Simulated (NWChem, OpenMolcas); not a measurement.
# Predicting a hybrid from its neighbours: GaSiH3F2

GaSiH3F2 has 7 atoms, charge 0, and is taken as a singlet. SMILES: `[F][Ga]([F])[SiH3]`. The shape is that of a PBE0-D4/def2-TZVP optimisation.

The HOMO–LUMO gap y, in eV, basis 6-31G(d); a is the functional's share of exact exchange. Programs: NWChem 7.3.0, OpenMolcas 26.06.

```
functional     program     a  y (eV)
    r2SCAN  OpenMolcas     0    5.84
      BLYP  OpenMolcas     0    5.28
     B3LYP      NWChem   0.2    6.95
      PBE0  OpenMolcas  0.25       ?
     BHLYP  OpenMolcas   0.5    9.32
```

Q: Fit y = c + s·a to the known rows and predict PBE0.

A: 
1. Means of the 4 rows: a = 0.1750, y = 6.848.
2. Σ(Δa)² = 0.1675, Σ(Δa·Δy) = 1.2568, so the slope is 1.2568/0.1675 = 7.5033.
3. Intercept: 6.848 − (7.5033) × 0.1750 = 5.535. The largest residual of the fit is 0.31.
4. PBE0: 5.535 + (7.5033) × 0.25 = 7.41 eV.

The run gave 7.42 eV, so the prediction is off by -0.01 eV, within the largest residual. Exact exchange lowers occupied levels and raises empty ones. The rows mix families of semi-local functionals, which the line can't see.
